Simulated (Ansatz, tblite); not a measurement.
Removing and adding an electron: the cluster LaO₂H. The state is a singlet with charge 0. Geometry: r2SCAN-D4/def2-TZVP. Ansatz, gas phase; energy differences of separate SCF runs; the oxidised species was run as a doublet alone; the reduced species was run as a doublet alone.

```
atom   x (Å)   y (Å)   z (Å)
 La1  -0.567   0.688  -0.285
  O2   1.088   0.267   1.017
  O3   1.459  -0.015  -0.399
  H4  -1.980  -0.939  -0.332
```

In the def2 sets La takes a core potential; there is no spin–orbit coupling. The xTB rows come from tblite. Correlated methods freeze 2 core orbitals; core or outer-core shells of La are correlated, in sets that lack core-valence functions. In CCSD on the charge 1 doublet the largest single amplitude is 0.26, so its Hartree–Fock determinant may place the open shell otherwise than the density functionals do. The structure holds one bond between oxygen atoms, so isomers without such links may lie far lower. HOMO above LUMO, or a gap near zero within one spin, warns that the state may not be the lowest or that an electron is smeared out. The structure comes from a short search, and lower isomers may exist.

Problem. Estimate orbital energies and vertical ionisation energies and electron affinities at: GFN2-xTB; HF/def2-TZVPD; PBE-D4/def2-TZVP; PBE-D4/def2-TZVPD; r2SCAN-D4/def2-TZVP; r2SCAN-D4/def2-TZVPD; PBE0-D4/def2-TZVP; PBE0-D4/def2-TZVPD; MP2/def2-TZVPD; CCSD/def2-TZVPD; CCSD/def2-TZVPP; CCSD(T)/def2-TZVPD; CCSD(T)/def2-TZVPP.

Solution. 
| level | −HOMO (eV) | vertical IE (eV) | −LUMO (eV) | vertical EA (eV) | HOMO–LUMO gap (eV) | IE − EA (eV) | remarks |
| --- | --- | --- | --- | --- | --- | --- | --- |
| GFN2-xTB | 10.48 | 14.17 | 9.78 | 6.64 | 0.70 | 7.53 | – |
| HF/def2-TZVPD | – | – | – | 0.81 | – | – | test for broken spin undecided (singlet) |
| PBE-D4/def2-TZVP | 4.71 | 8.01 | 2.52 | – | 2.19 | – | gap within one spin near zero (+1 doublet) |
| PBE-D4/def2-TZVPD | 4.76 | – | 2.53 | 0.88 | 2.23 | – | HOMO above zero (-1 doublet) |
| r2SCAN-D4/def2-TZVP | 4.83 | 8.01 | 2.03 | – | 2.80 | – | gap within one spin near zero (+1 doublet) |
| r2SCAN-D4/def2-TZVPD | 4.87 | – | 2.02 | 0.86 | 2.84 | – | HOMO above zero (-1 doublet) |
| PBE0-D4/def2-TZVP | 6.03 | 8.15 | 1.97 | – | 4.05 | – | – |
| PBE0-D4/def2-TZVPD | 6.07 | – | 1.97 | 0.93 | 4.09 | – | HOMO above zero (-1 doublet) |
| MP2/def2-TZVPD | – | – | – | 0.83 | – | – | test for broken spin undecided (singlet) |
| CCSD/def2-TZVPD | – | – | – | 0.90 | – | – | test for broken spin undecided (singlet) |
| CCSD/def2-TZVPP | – | 8.05 | – | – | – | – | large T1 (0.059) (+1 doublet), spin-contaminated (⟨S²⟩ 0.83) (+1 doublet), test for broken spin undecided (singlet) |
| CCSD(T)/def2-TZVPD | – | – | – | 0.87 | – | – | test for broken spin undecided (singlet) |
| CCSD(T)/def2-TZVPP | – | 8.15 | – | – | – | – | large T1 (0.059) (+1 doublet), spin-contaminated (⟨S²⟩ 0.83) (+1 doublet), test for broken spin undecided (singlet) |

Run but left out: HF/def2-TZVPP, MP2/def2-TZVPP (charge +1 doublet: a determinant that CCSD turns far, T1 0.059).   A HOMO above zero means that the electron is unbound at that level or that self-interaction error raises the level; the energy of removing that electron tells which. Raw xTB energy differences between charge states are shifted by several eV; the methods need an empirical correction for them.
